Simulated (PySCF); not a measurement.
Cartesian coordinates in Å; atom numbers follow the order of the lines, from 1:
```xyz
20

C    -1.7998   -1.0823    1.1699
C    -1.6419   -0.1461    0.2233
C    -2.6622    0.9221   -0.0460
Si   -0.0741   -0.1885   -0.7979
C     1.2286    1.1066   -0.3486
C     2.1043    0.2895    0.6133
C     2.1547   -1.1448    0.0837
O     0.8627   -1.5188   -0.3548
H    -1.0415   -1.8542    1.3327
H    -2.6936   -1.1157    1.8063
H    -3.5366    0.8289    0.6164
H    -2.2363    1.9304    0.0953
H    -3.0187    0.8799   -1.0891
H    -0.4177   -0.2119   -2.2533
H     0.8419    2.0303    0.1063
H     1.7938    1.3935   -1.2520
H     1.6406    0.2824    1.6144
H     3.1179    0.7064    0.7288
H     2.8713   -1.2180   -0.7576
H     2.4872   -1.8544    0.8586
```

Geometry: PBE0-D3(BJ)/def2-SVP; GIAO absolute shieldings from PySCF 2.14, gas phase, non-relativistic, averaged over equivalent atoms.

At PBE0/pcSseg-1 (203 basis functions, 86 s wall time on 1 thread of an Arm Neoverse N1, shared host):
```csv
atoms,σ (ppm)
C2,33.9
C1,46.1
C7,114.5
C6,156.2
C3,161.9
C5,173.8
Si4,341.2
O8,290.9
H10,25.22
H9,25.30
H14,26.26
H20,27.16
H19,27.67
H11/H12/H13,29.41
H18,29.51
H17,29.67
H15,30.52
H16,30.53
```

Q: Predict the values at CAM-B3LYP/pcSseg-1 on the same geometry.

A: 
| atoms | σ at CAM-B3LYP/pcSseg-1 | change |
| --- | --- | --- |
| C2 | 28.2 | -5.7 |
| C1 | 42.2 | -3.9 |
| C7 | 112.2 | -2.3 |
| C6 | 154.4 | -1.8 |
| C3 | 160.8 | -1.1 |
| C5 | 172.3 | -1.5 |
| Si4 | 333.9 | -7.3 |
| O8 | 295.8 | +4.9 |
| H10 | 25.36 | +0.14 |
| H9 | 25.43 | +0.13 |
| H14 | 26.45 | +0.19 |
| H20 | 27.23 | +0.07 |
| H19 | 27.73 | +0.06 |
| H11/H12/H13 | 29.51 | +0.10 |
| H18 | 29.61 | +0.10 |
| H17 | 29.75 | +0.08 |
| H15 | 30.64 | +0.12 |
| H16 | 30.65 | +0.12 |

The largest change is at Si4 (silicon bonded to 2 C, O, H, in a 5-membered ring). Cost: 203 basis functions, 87 s wall time on 1 thread of an Arm Neoverse N1, shared host. The order of the carbon signals is the same at both levels.
